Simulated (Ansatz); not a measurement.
The same molecule with X = Mg, Zn, Cd. Ansatz, PBE0-D4/def2-TZVP geometries, multiplicity 1. Each molecule was computed in one conformer, which needn't be the lowest.

Elements past krypton have def2 core potentials. Scalar relativity is left out up to krypton.

```csv
X,molecule,mean X–C bond length / Å,mean X–N bond length / Å,HOMO–LUMO gap (PBE/def2-TZVPP) / eV,LUMO energy (ωB97M-V/def2-TZVPP) / eV,LUMO energy (PBE/def2-TZVPP) / eV
Mg,`[CH3][Mg][NH2]`,2.079,1.892,3.50,0.48,-1.29
Cd,`[CH3][Cd][NH2]`,2.095,2.018,4.22,1.22,-0.94
```

Q: Give the row for X = Zn, `[CH3][Zn][NH2]`. (Estimate.)

A: Computed: 
```tsv
X	molecule	mean X–C bond length / Å	mean X–N bond length / Å	HOMO–LUMO gap (PBE/def2-TZVPP) / eV	LUMO energy (ωB97M-V/def2-TZVPP) / eV	LUMO energy (PBE/def2-TZVPP) / eV
Zn	`[CH3][Zn][NH2]`	1.927	1.822	4.53	1.29	-0.73
```

From Mg to Cd the mean X–C bond length isn't monotonic: highest at Cd, lowest at Zn; the mean X–N bond length isn't monotonic: highest at Cd, lowest at Zn; the HOMO–LUMO gap (PBE/def2-TZVPP) isn't monotonic: highest at Zn, lowest at Mg; the LUMO energy (ωB97M-V/def2-TZVPP) isn't monotonic: highest at Zn, lowest at Mg; the LUMO energy (PBE/def2-TZVPP) isn't monotonic: highest at Zn, lowest at Mg. Bonds lengthen as the atom grows down the group.
